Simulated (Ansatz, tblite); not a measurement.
Isomers of Te3⁻ (doublet), found by a short tight-binding search and relaxed with PBE0-D4/def2-SVPD in Ansatz.

In the def2 sets Te takes a core potential; there is no spin–orbit coupling. The xTB rows come from tblite. Correlated methods freeze 12 core orbitals; core or outer-core shells of Te are correlated, in sets that lack core-valence functions.

Other spin states were run for one of them alone.

A:

Cartesian coordinates in Å:
```
Te -0.7021 -1.6078 1.4756
Te 0.4256 0.8875 -2.0705
Te 0.2766 0.7203 0.5948
```

B:

```csv
atom,x (Å),y (Å),z (Å)
Te1,0.943,-1.049,0.064
Te2,-0.056,0.794,-1.702
Te3,-0.887,0.254,1.637
```

Question: Estimate their order by electronic energy at PBE0-D4/def2-TZVPD, counted from the lowest.

Answer: A (0.0) < B (11.3), in kcal/mol.

Question: Do the other levels pick the same lowest one?

Answer: All that were run do. Energies above each level's lowest (kcal/mol):

```json
{"level": "GFN1-xTB", "A": "0.0", "B": "10.9"}
{"level": "GFN2-xTB", "A": "0.0", "B": "12.3"}
{"level": "HF/def2-SVPD", "A": "0.0", "B": "8.3"}
{"level": "PBE-D4/def2-TZVPD", "A": "0.0", "B": "13.5"}
{"level": "revPBE-D4/def2-TZVPD", "A": "0.0", "B": "13.2"}
{"level": "r2SCAN-D4/def2-TZVPD", "A": "0.0", "B": "14.0"}
{"level": "B97M-V/def2-TZVPD", "A": "0.0", "B": "12.4"}
{"level": "PBE0-D4/def2-TZVPD", "A": "0.0", "B": "11.3"}
{"level": "MP2/def2-SVPD", "A": "0.0", "B": "10.1"}
{"level": "CCSD/def2-SVPD", "A": "0.0", "B": "9.9"}
{"level": "CCSD(T)/def2-SVPD", "A": "0.0", "B": "10.9"}
```
Point groups (tolerance 0.1 Å): A C2v, B C2v. A and B have the same bonds, so they are conformers or stereoisomers. Lower isomers may exist.
